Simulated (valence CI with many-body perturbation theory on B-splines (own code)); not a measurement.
**E1 line list for Ti⁷⁺**

Computed by configuration interaction combined with many-body perturbation theory (CI+MBPT): five valence electrons over a frozen Dirac-Fock core [Ne], a basis of 11 s, 11 p, 10 d, 8 f, 5 g, 2 h functions for each j, with the one-electron correlation potential Σ1, the two-electron term Σ2, the three-electron term Σ3, Breit, model QED; selected CI, second order for the rest, scaled by the run's own slope (own B-spline code, finite nucleus).

Against 9 measured levels this calculation errs by 148 cm⁻¹ on average and by 216 at most. These come from a selection out of Corliss and Sugar, J. Phys. Chem. Ref. Data 8, 1 (1979). Levels without a partner in it may be off by more. Among the levels kept, up to 3200 cm⁻¹ of a level comes from second order outside the variational space, and about a tenth of that is noise between levels of different J, which matters for small intervals.

Lines 251 to 300 of 591 in falling wavelength, among levels below 751430 cm⁻¹, chosen from the strongest by gf and those to the six lowest levels. Wavelengths and rates use the calculated energies, so an error of 100 cm⁻¹ moves a line at 311.6 Å by 0.031 % and its rate by three times that or more. Electric multipoles are in the length gauge, E1 and E2 with the static RPA response of the core. Weak lines are less certain than strong ones. Lines between different terms over intervals too small for the method are left out, as are lines whose strength nearly cancels. Where a level lies close to another of its J and parity, the split of strength between their lines is uncertain. The highest levels of a list are the least certain.

Names give the largest LS component (configuration and term), which can be under half, so a name can repeat, a term be missing and a line seem to break the LS rules; names also repeat where a configuration has a term twice. Letters in brackets count levels of one name in rising energy.

```csv
λ vac (Å),Upper,Lower,A (s⁻¹),S (a.u.) with core polarisation,S without
311.6,3s2 3p 3d2 2P°_3/2 [b],3s2 3p2 3d 2P_3/2 [c],2.41e+09,1.44e-01,1.50e-01
310.9,3s2 3p2 3d 4D_5/2,3s2 3p3 4S°_3/2,6.31e+07,5.62e-03,5.79e-03
310.7,3s 3p3 3d 2F°_7/2 [a],3s 3p4 2D_5/2,1.04e+09,1.23e-01,1.27e-01
309.9,3s2 3p 3d2 4G°_7/2,3s2 3p2 3d 4F_7/2,1.07e+09,1.26e-01,1.30e-01
309.8,3s2 3p 3d2 2F°_5/2 [a],3s2 3p2 3d 2G_7/2,9.31e+09,8.19e-01,8.44e-01
309.2,3s2 3p 3d2 4G°_5/2,3s2 3p2 3d 4F_5/2,1.20e+09,1.05e-01,1.09e-01
309.1,3s2 3p2 3d 2D_3/2 [a],3s2 3p3 2P°_3/2,8.28e+07,4.83e-03,4.98e-03
308.7,3s 3p3 3d 2D°_5/2 [f],3s2 3p2 3d 2D_5/2 [a],1.07e+10,9.29e-01,9.61e-01
308.4,3s2 3p 3d2 4G°_11/2,3s2 3p2 3d 4F_9/2,1.15e+10,2.00e+00,2.07e+00
308.3,3s 3p3 3d 2D°_5/2 [e],3s2 3p2 3d 2P_3/2 [b],8.26e+09,7.17e-01,7.42e-01
308.2,3s2 3p 3d2 4G°_9/2,3s2 3p2 3d 4F_7/2,1.08e+10,1.55e+00,1.61e+00
308.0,3s2 3p 3d2 4G°_7/2,3s2 3p2 3d 4F_5/2,1.02e+10,1.17e+00,1.21e+00
307.9,3s2 3p 3d2 4G°_5/2,3s2 3p2 3d 4F_3/2,1.00e+10,8.68e-01,8.97e-01
307.4,3s2 3p 3d2 2F°_7/2 [a],3s2 3p2 3d 2G_9/2,9.48e+09,1.09e+00,1.12e+00
307.2,3s2 3p2 4p 2D°_5/2,3s2 3p2 3d 2F_7/2 [b],3.71e+09,3.19e-01,3.22e-01
306.9,3s2 3p 3d2 2H°_9/2,3s2 3p2 3d 2G_7/2,1.45e+10,2.07e+00,2.13e+00
306.7,3s2 3p 3d2 2P°_3/2 [c],3s2 3p2 3d 2S_1/2,7.30e+09,4.16e-01,4.30e-01
305.4,3s2 3p 3d2 2P°_1/2 [c],3s2 3p2 3d 2S_1/2,2.45e+10,6.89e-01,7.11e-01
305.1,3s2 3p 3d2 2P°_3/2 [c],3s2 3p2 3d 2P_3/2 [c],1.33e+10,7.45e-01,7.69e-01
304.7,3s2 3p2 3d 2D_5/2 [a],3s2 3p3 2P°_3/2,4.24e+08,3.55e-02,3.70e-02
303.8,3s2 3p 3d2 2P°_1/2 [c],3s2 3p2 3d 2P_3/2 [c],7.57e+09,2.09e-01,2.17e-01
303.1,3s 3p3 3d 2D°_3/2 [f],3s2 3p2 3d 2D_3/2 [a],1.22e+10,6.71e-01,6.94e-01
302.9,3s2 3p 3d2 2H°_11/2,3s2 3p2 3d 2G_9/2,1.47e+10,2.43e+00,2.50e+00
302.7,3s2 3p 3d2 2F°_7/2 [b],3s2 3p2 3d 2D_5/2 [b],2.37e+10,2.60e+00,2.68e+00
302.6,3s2 3p 3d2 2P°_3/2 [c],3s2 3p2 3d 2P_1/2 [c],5.20e+09,2.84e-01,2.93e-01
302.0,3s2 3p 3d2 2D°_3/2,3s2 3p2 3d 2F_5/2 [b],1.55e+10,8.42e-01,8.67e-01
302.0,3s2 3p2 3d 2P_3/2 [b],3s2 3p3 2D°_5/2,3.20e+10,1.74e+00,1.80e+00
301.7,3s2 3p 3d2 2F°_5/2 [b],3s2 3p2 3d 2D_3/2 [b],2.41e+10,1.96e+00,2.02e+00
301.4,3s2 3p 3d2 2P°_1/2 [c],3s2 3p2 3d 2P_1/2 [c],5.51e+09,1.49e-01,1.53e-01
301.3,3s2 3p 3d2 2F°_5/2 [b],3s2 3p2 3d 2D_5/2 [b],1.68e+09,1.36e-01,1.40e-01
301.0,3s2 3p2 3d 2P_3/2 [b],3s2 3p3 2D°_3/2,8.13e+09,4.38e-01,4.54e-01
300.1,3s 3p3 3d 2P°_1/2 [b],3s 3p4 2S_1/2,4.85e+09,1.29e-01,1.34e-01
298.9,3s 3p3 3d 2D°_5/2 [b],3s 3p4 2D_5/2,2.24e+09,1.77e-01,1.83e-01
297.8,3s 3p3 3d 2D°_3/2 [c],3s2 3p2 3d 2P_1/2 [a],2.18e+09,1.14e-01,1.18e-01
297.4,3s 3p3 3d 2D°_3/2 [b],3s 3p4 2D_3/2,3.20e+09,1.66e-01,1.71e-01
296.9,3s2 3p2 3d 2P_1/2 [b],3s2 3p3 2D°_3/2,3.39e+10,8.76e-01,9.07e-01
296.9,3s 3p3 3d 2P°_3/2 [b],3s 3p4 2S_1/2,1.03e+10,5.31e-01,5.49e-01
296.6,3s2 3p 3d2 2D°_3/2,3s2 3p2 3d 2P_1/2 [c],6.73e+09,3.47e-01,3.60e-01
296.1,3s2 3p2 3d 4P_5/2,3s2 3p3 2D°_5/2,3.37e+08,2.59e-02,2.68e-02
295.2,3s2 3p2 3d 4P_5/2,3s2 3p3 2D°_3/2,5.54e+07,4.22e-03,4.36e-03
294.4,3s2 3p 3d2 4D°_3/2 [b],3s2 3p2 3d 4P_1/2,2.05e+10,1.03e+00,1.06e+00
294.1,3s2 3p 3d2 4D°_1/2 [b],3s2 3p2 3d 4P_1/2,3.90e+10,9.79e-01,1.01e+00
294.0,3s 3p3 3d 2D°_3/2 [f],3s2 3p2 3d 2P_1/2 [b],1.44e+10,7.21e-01,7.43e-01
293.9,3s2 3p 3d2 4D°_5/2 [b],3s2 3p2 3d 4P_3/2,3.37e+10,2.54e+00,2.62e+00
293.5,3s2 3p2 3d 4P_3/2,3s2 3p3 2D°_3/2,1.88e+08,9.38e-03,9.71e-03
293.4,3s2 3p 3d2 4D°_3/2 [b],3s2 3p2 3d 4P_3/2,2.45e+10,1.22e+00,1.26e+00
293.3,3s 3p3 3d 2D°_5/2 [c],3s2 3p2 3d 2P_3/2 [a],3.54e+09,2.65e-01,2.74e-01
293.1,3s2 3p 3d2 4D°_1/2 [b],3s2 3p2 3d 4P_3/2,7.54e+09,1.88e-01,1.94e-01
293.0,3s 3p3 3d 4D°_1/2 [c],3s 3p4 2D_3/2,5.60e+09,1.39e-01,1.44e-01
292.9,3s2 3p 3d2 4D°_7/2 [b],3s2 3p2 3d 4P_5/2,4.74e+10,4.70e+00,4.85e+00
```
